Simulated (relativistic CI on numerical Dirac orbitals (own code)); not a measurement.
Calculated levels, Dy⁶²⁺

Computed by Dirac-Coulomb-Breit CI, separate exchange-only KLI orbitals for each configuration, model QED, unscaled Slater integrals (own radial code, finite nucleus).

CI space (outside the closed core 1s2): 2s2, 2s 2p, 2p2, 2p 3s, 2p 3p, 2s 3s, 2s 3p, 2s 3d, 2s 4s, 2s 4p, 2s 4d, 2s 4f, 3s2, 3s 3p, 3p2. Levels of other configurations are missing.

```tsv
No.	Configuration	Term	J	E (Ry)	%	Next component (%)	Lifetime (s)	jj configuration (%)
1	2s2	1S	0	0.000	98	1 2p2 1S		closed (98)
2	2s 2p	3P°	0	10.424	100			2s 2p1/2 (100)
3	2s 2p	3P°	1	12.636	72	28 1P°	2.59e-10	2s 2p1/2 (100)
4	2p2	3P	0	29.775	68	30 1S	1.66e-11	2p1/2^2 (98)
5	2s 2p	3P°	2	75.400	100		3.26e-10	2s 2p3/2 (100)
6	2s 2p	1P°	1	81.265	72	28 3P°	2.58e-13	2s 2p3/2 (100)
7	2p2	3P	1	91.976	100		3.39e-13	2p1/2 2p3/2 (100)
8	2p2	1D	2	93.279	65	35 3P	3.80e-13	2p1/2 2p3/2 (100)
9	2p2	3P	2	157.762	65	35 1D	1.84e-13	2p3/2^2 (100)
10	2p2	1S	0	162.192	69	31 3P	1.56e-13	2p3/2^2 (100)
11	2s 3s	3S	1	621.510	100		5.09e-15	2s 3s (100)
12	2s 3s	1S	0	623.622	99	1 2p 3p 1S	7.28e-15	2s 3s (99)
13	2s 3p	3P°	0	626.500	100		5.53e-13	2s 3p1/2 (100)
14	2s 3p	3P°	1	626.552	67	33 1P°	3.54e-15	2s 3p1/2 (99)
15	2p 3s	3P°	0	634.602	100		7.67e-15	2p1/2 3s (100)
16	2p 3s	3P°	1	634.659	66	32 1P°	6.29e-15	2p1/2 3s (98)
17	2p 3p	3D	1	637.605	73	22 1P	1.84e-15	2p1/2 3p1/2 (99)
18	2p 3p	3P	0	641.010	68	31 1S	2.18e-15	2p1/2 3p1/2 (99)
19	2s 3p	3P°	2	645.655	100		4.65e-13	2s 3p3/2 (100)
20	2s 3p	1P°	1	646.238	67	31 3P°	2.25e-15	2s 3p3/2 (98)
21	2s 3d	3D	1	647.920	99		9.60e-16	2s 3d3/2 (99)
22	2s 3d	3D	2	648.251	73	27 1D	8.39e-16	2s 3d3/2 (98)
23	2s 3d	3D	3	653.209	100		9.34e-16	2s 3d5/2 (100)
24	2s 3d	1D	2	654.234	70	25 3D	1.02e-15	2s 3d5/2 (93)
25	2p 3p	3P	1	658.183	48	30 3S	3.22e-15	2p1/2 3p3/2 (100)
26	2p 3p	3D	2	658.429	50	30 1D	2.87e-15	2p1/2 3p3/2 (95)
27	2p 3s	3P°	2	700.452	100		8.81e-15	2p3/2 3s (100)
28	2p 3s	1P°	1	701.124	67	33 3P°	4.99e-15	2p3/2 3s (100)
29	2p 3p	3P	1	704.855	52	27 3S	2.34e-15	2p3/2 3p1/2 (100)
30	2p 3p	3D	2	704.991	47	34 1D	2.30e-15	2p3/2 3p1/2 (100)
31	2p 3p	3D	3	722.969	100		3.20e-15	2p3/2 3p3/2 (100)
32	2p 3p	1P	1	723.023	54	39 3S	3.07e-15	2p3/2 3p3/2 (100)
33	2p 3p	3P	2	725.037	65	35 1D	2.91e-15	2p3/2 3p3/2 (100)
34	2p 3p	1S	0	726.868	68	32 3P	2.90e-15	2p3/2 3p3/2 (100)
35	2s 4s	3S	1	834.693	100		8.51e-15	2s 4s (100)
36	2s 4s	1S	0	835.459	100		8.48e-15	2s 4s (100)
37	2s 4p	3P°	0	836.637	100		1.51e-14	2s 4p1/2 (100)
38	2s 4p	3P°	1	836.675	68	32 1P°	5.36e-15	2s 4p1/2 (100)
39	2s 4p	3P°	2	844.643	100		2.11e-14	2s 4p3/2 (100)
40	2s 4p	1P°	1	844.800	68	32 3P°	3.86e-15	2s 4p3/2 (100)
41	2s 4d	3D	1	845.537	100		2.00e-15	2s 4d3/2 (100)
42	2s 4d	3D	2	845.685	70	30 1D	2.00e-15	2s 4d3/2 (99)
43	2s 4d	3D	3	847.825	100		2.20e-15	2s 4d5/2 (100)
44	2s 4d	1D	2	848.213	70	30 3D	2.18e-15	2s 4d5/2 (99)
45	2s 4f	3F°	2	848.409	100		4.37e-15	2s 4f5/2 (100)
```

Energies count from the lowest computed level; ° marks odd parity; lifetimes are radiative, by E1, M1, E2, M2 decay to levels of this space only; some are left blank where a channel outside the calculation adds to the decay or the decay crosses a small, uncertain gap. Filled j subshells are mostly left out of the jj labels.

The mean weight of the leading LS term, summed over parents, in these 45 levels is 80 %, and that of the leading jj configuration (from the same eigenvectors) 99 %, so jj coupling describes them better and the LS labels are nominal.

At this charge energies of transitions that change n are usually good to better than 1 %, and those within a shell (Δn = 0) to a few per cent.

LS names give the leading component of a level, which can be under half, so a name can repeat, a term be missing and a line seem to break the LS rules.
